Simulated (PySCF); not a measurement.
SMILES CC(C)[Se], doublet (PBE0/def2-SVP optimised geometry):

```
11

C      1.406     0.039     0.000
C     -0.116     0.039     0.000
C     -0.713    -0.818     1.107
Se    -0.851     1.857     0.000
H      1.788    -0.992    -0.092
H      1.802     0.457     0.939
H      1.811     0.634    -0.831
H     -0.475    -0.335    -0.978
H     -0.350    -1.857     1.023
H     -0.419    -0.443     2.100
H     -1.811    -0.830     1.062
```

Method: unrestricted PBE0/def2-TZVP run with PySCF.

### Question
What are the frontier orbital energies (α orbitals alone; a β orbital can be the lowest empty one) and the dipole moment?

### Answer
HOMO-2 -8.84 eV, HOMO-1 -7.67 eV, HOMO -6.58 eV, LUMO 0.58 eV, LUMO+1 1.22 eV; dipole moment 1.76 D.

On the same geometry unrestricted PBE/def2-TZVP (PySCF) gives HOMO-2 -7.65 eV, HOMO-1 -6.37 eV, HOMO -5.38 eV, LUMO -0.35 eV, LUMO+1 0.39 eV; dipole moment 1.75 D.

Meta-Löwdin charges at PBE0/def2-TZVP: C1 -0.34, C2 -0.13, C3 -0.34, Se4 -0.02, H5 0.11, H6 0.11, H7 0.12, H8 0.13, H9 0.11, H10 0.11, H11 0.12.
